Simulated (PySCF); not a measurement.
This PySCF input asks for the NMR shieldings of SMILES C[C@@H](CC#N)[SiH2]Cl, C4H8ClNSi; the geometry comes from GFN2-xTB.

```python
import basis_set_exchange as bse
import numpy as np
from pyscf import gto, dft
from pyscf.prop import nmr

atoms = """
C     0.431747    1.015547   -1.170704
C    -0.139052   -0.260737   -0.556987
C     0.950782   -0.994950    0.245577
C     1.426960   -0.200166    1.346590
N     1.798969    0.443591    2.215442
Si   -1.693899    0.100317    0.503503
Cl   -2.335953   -1.658552    1.256082
H     1.280921    0.790688   -1.815673
H     0.769124    1.696393   -0.391984
H    -0.321935    1.524679   -1.766653
H    -0.424257   -0.930500   -1.377709
H     0.560984   -1.934988    0.647413
H     1.805154   -1.225607   -0.400288
H    -2.736999    0.644250   -0.363340
H    -1.376959    0.998026    1.606818
"""
names = dict.fromkeys(["C", "N", "Si", "Cl", "H"], "pcSseg-1")
basis = {el: gto.basis.parse(bse.get_basis(n, elements=[el], fmt="nwchem")) for el, n in names.items()}
mol = gto.M(atom=atoms, basis=basis, charge=0, verbose=0)
mf = dft.RKS(mol, xc="PBE0")
mf.grids.level = 2
mf.grids.alignment = dft.numint.BLKSIZE   # the property module wants whole blocks of grid points
mf.conv_tol = 1e-9
mf.kernel()

calc = nmr.RKS(mf)   # GIAO
C = mf.mo_coeff
Co = C[:, mf.mo_occ > 0]
resp = mf.gen_response(singlet=True, hermi=2)
def vind(x):   # induced exchange potential for any number of trial vectors
    d = np.einsum("pi,xij,qj->xpq", C, 2 * x.reshape(-1, C.shape[1], Co.shape[1]), Co, optimize=True)
    return np.einsum("xpq,pi,qj->xij", resp(d - d.transpose(0, 2, 1)), C, Co, optimize=True).ravel()
mo1, _ = nmr.rhf.solve_mo1(calc, with_cphf=vind)
sigma = calc.kernel(mo1)
for i, s in enumerate(sigma):   # ppm
    w = np.linalg.eigvalsh((s + s.T) / 2)
    print("%2d %-2s iso %8.1f  s11 %8.1f  s22 %8.1f  s33 %8.1f" % (i, mol.atom_pure_symbol(i), w.mean(), *w))
```

Q: What are the results?

A: 
```
 0 C  iso    172.0  s11    158.9  s22    167.7  s33    189.4
 1 C  iso    163.3  s11    156.3  s22    161.0  s33    172.7
 2 C  iso    166.6  s11    153.9  s22    166.4  s33    179.4
 3 C  iso     64.4  s11    -51.1  s22    -47.1  s33    291.4
 4 N  iso    -37.3  s11   -209.1  s22   -203.3  s33    300.6
 5 Si iso    362.3  s11    321.7  s22    355.8  s33    409.3
 6 Cl iso   1015.7  s11    969.7  s22   1017.1  s33   1060.2
 7 H  iso     30.5  s11     26.1  s22     27.5  s33     38.0
 8 H  iso     30.3  s11     26.0  s22     29.4  s33     35.4
 9 H  iso     30.6  s11     25.3  s22     28.6  s33     37.9
10 H  iso     30.4  s11     26.4  s22     28.5  s33     36.3
11 H  iso     28.8  s11     24.4  s22     27.9  s33     34.1
12 H  iso     29.4  s11     24.4  s22     27.5  s33     36.2
13 H  iso     26.8  s11     22.2  s22     25.9  s33     32.3
14 H  iso     26.5  s11     23.1  s22     25.4  s33     30.9
```

These numbers come from an equivalent density-fitted implementation of the same equations, which agrees with the script to about 0.01 ppm for H and up to a few tenths of a ppm for heavy atoms, so last digits may differ.

Q: Turn these shieldings into chemical shifts. Shifts are taken against calculated references (same method and geometry level): 13C (σ = 186.93 ppm), 29Si (σ = 349.16 ppm), 1H (σ = 31.72 ppm) vs TMS; 15N (σ = 267.73 ppm) vs NH3; HCl for 35Cl (σ = 949.78 ppm).

A: Averaging equivalent atoms: C 3: 122.5; C 1: 23.6; C 2: 20.3; C 0: 14.9; N 4: 305.0; Si 5: -13.1; Cl 6: -66; H 14: 5.23; H 13: 4.93; H 11: 2.92; H 12: 2.35; H 10: 1.33; H 7/8/9: 1.25 ppm. Experimental scales use liquid or dissolved standards, which lie at an offset from isolated NH3 (liquid NH3: subtract about 20 ppm). Unscaled 15N shifts of sp2 nitrogen come out 20 to 40 ppm too high even then.

Size and cost of the density-fitted run: 173 basis functions, about 60 core-seconds.
